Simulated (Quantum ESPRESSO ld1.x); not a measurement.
Values are calculated unless marked as measured or tabulated.
Task: The aim is neutral lithium in [He] 2s1. This ld1.x (Quantum ESPRESSO 7.5) run was made with `OMP_NUM_THREADS=1 ld1.x < ld1.in > ld1.out`. Can the result be used? Name any fault.

```
 &input
    zed=3.0,
    iswitch=1,
    rel=1,
    lsd=1,
    dft='PW',
    config='[He] 2s1 3f1',
    prefix='ld1',
    max_out_wfc=37,
    file_charge='ld1.rho',
 /
```

Output (excerpt):

```
     Program LD1 v.7.5 starts

 %%%%%%%%%%%%%%%%%%%%%%%%%%%%%%%%%%%%%%%%%%%%%%%%%%%%%%%%%%%%%%%%%%%%%%%%%%%%%%
     Error in routine el_config (3):
     main/angular quantum number mismatch
 %%%%%%%%%%%%%%%%%%%%%%%%%%%%%%%%%%%%%%%%%%%%%%%%%%%%%%%%%%%%%%%%%%%%%%%%%%%%%%

     stopping ...
```

Result: No (refused). The line at issue: config='[He] 2s1 3f1'. The program stops in el_config with "main/angular quantum number mismatch": l must be smaller than n. The sound input gives -7.3441 hartree.
